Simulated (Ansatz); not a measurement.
Stepwise reaction of `[NH2][SnH2][NH2]` with hydrogen fluoride, as a gas-phase model of exchange steps in deposition or etching. ΔE in kJ/mol.

Gas-phase electronic energies from Ansatz, PBE0-D4/def2-TZVP geometries. CCSD(T)/CBS is the MP2 limit (def2-TZVPP, def2-QZVPP) plus CCSD(T) − MP2 in def2-TZVPP, frozen cores. This one scheme is used for every species. DFT in def2-TZVPP. B3LYP here is the variant with VWN-RPA as its local correlation; programs differ in this. def2 core potentials past Kr. For Sn outer-core shells are correlated without core-valence functions, which leaves a few kJ/mol of doubt a bond. Each species was taken in one conformer, which may not be the lowest.

| step | reaction | PBE-D4 | B3LYP-D4 | ωB97M-V | CCSD(T)/CBS |
| --- | --- | --- | --- | --- | --- |
| 1 | `[NH2][SnH2][NH2]` + H–F → `[NH2][SnH2][F]` + NH₃ | -76.5 | -79.8 | -77.8 | -69.3 |
| 2 | `[NH2][SnH2][F]` + H–F → `[F][SnH2][F]` + NH₃ | -55.1 | -58.0 | -55.5 | -49.3 |

(1) By hand: ΔE of the 2 steps together at CCSD(T)/CBS.

Answers

(1) (-69.3) + (-49.3) = -118.6 kJ/mol, or -59.3 kJ/mol a step.

In ΔE each step is higher than the one before. All are downhill at CCSD(T)/CBS. PBE-D4 differs from CCSD(T)/CBS by -7.2 to -5.8 kJ/mol a step. Isolated molecules leave out the surface, adducts and barriers. Largest T1 diagnostic: 0.014.
